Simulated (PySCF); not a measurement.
## Computed vibrations of [Er(H2O)3]3+

[Er(H2O)3]3+ (singlet in the valence; each metal's 4f electrons, 11 of them, lie in its core potential, out of spins and levels). PySCF 2.14.0, RKS PBE0, Er lcecp-1-SVP with ECP57, O def2-SVP, H def2-SVP; non-relativistic Hamiltonian with scalar-relativistic core potentials where named; density fitting; no spin-orbit coupling. Central differences of gradients.

```xyz
10

Er    0.0000    0.0000    0.0000
O     2.2325    0.0000    0.0000
H     2.8506    0.0000    0.7718
H     2.8506    0.0000   -0.7718
O    -1.1163    1.9334    0.0000
H    -1.4253    2.4687    0.7718
H    -1.4253    2.4687   -0.7718
O    -1.1163   -1.9334    0.0000
H    -1.4253   -2.4687    0.7718
H    -1.4253   -2.4687   -0.7718
```

Run from Python with OMP_NUM_THREADS=2. Where DIIS fails, smearing, a level shift and second-order steps follow.
It took 52 s on 2 threads of AMD EPYC 7R43 64-Core Processor (Zen 3), on a shared host.

Problem. What are the harmonic wavenumbers and infrared intensities?

Solution. Modes are labelled in D3h; negative numbers are unstable modes, those under 60 cm⁻¹ near the noise; a finer grid moves soft modes by up to 10 cm⁻¹.
```json
{"cm⁻¹": "-204", "km/mol": "–", "symmetry": "a1''"}
{"cm⁻¹": "-179", "km/mol": "–", "symmetry": "e''"}
{"cm⁻¹": "-179", "km/mol": "–", "symmetry": "e''"}
{"cm⁻¹": "-48", "km/mol": "–", "symmetry": "a2''"}
{"cm⁻¹": "54", "km/mol": "6.1", "symmetry": "e'"}
{"cm⁻¹": "54", "km/mol": "6.1", "symmetry": "e'"}
{"cm⁻¹": "414", "km/mol": "0.0", "symmetry": "a1'"}
{"cm⁻¹": "418", "km/mol": "24.1", "symmetry": "e'"}
{"cm⁻¹": "418", "km/mol": "24.1", "symmetry": "e'"}
{"cm⁻¹": "638", "km/mol": "0.0", "symmetry": "e''"}
{"cm⁻¹": "638", "km/mol": "0.0", "symmetry": "e''"}
{"cm⁻¹": "650", "km/mol": "0.0", "symmetry": "a2'"}
{"cm⁻¹": "657", "km/mol": "280.4", "symmetry": "a2''"}
{"cm⁻¹": "680", "km/mol": "582.3", "symmetry": "e'"}
{"cm⁻¹": "680", "km/mol": "582.3", "symmetry": "e'"}
{"cm⁻¹": "1675", "km/mol": "226.8", "symmetry": "e'"}
{"cm⁻¹": "1675", "km/mol": "226.8", "symmetry": "e'"}
{"cm⁻¹": "1679", "km/mol": "0.0", "symmetry": "a1'"}
{"cm⁻¹": "3561", "km/mol": "860.8", "symmetry": "e'"}
{"cm⁻¹": "3561", "km/mol": "860.8", "symmetry": "e'"}
{"cm⁻¹": "3581", "km/mol": "0.0", "symmetry": "a1'"}
{"cm⁻¹": "3592", "km/mol": "0.0", "symmetry": "e''"}
{"cm⁻¹": "3592", "km/mol": "0.0", "symmetry": "e''"}
{"cm⁻¹": "3595", "km/mol": "1372.7", "symmetry": "a2''"}
```

Problem. Is this a minimum?

Solution. No: 4 unstable; the lowest moves the atoms so:
```
Er   0.00  0.00  0.00
O    0.00  0.00  0.00
H    0.00  0.41  0.00
H    0.00 -0.41  0.00
O    0.00  0.00  0.00
H   -0.35 -0.20  0.00
H    0.35  0.20  0.00
O    0.00  0.00  0.00
H    0.35 -0.20  0.00
H   -0.35  0.20  0.00
```

An lcecp potential fixes the number of 4f electrons, so in runs with it no electron can move into or out of that shell.
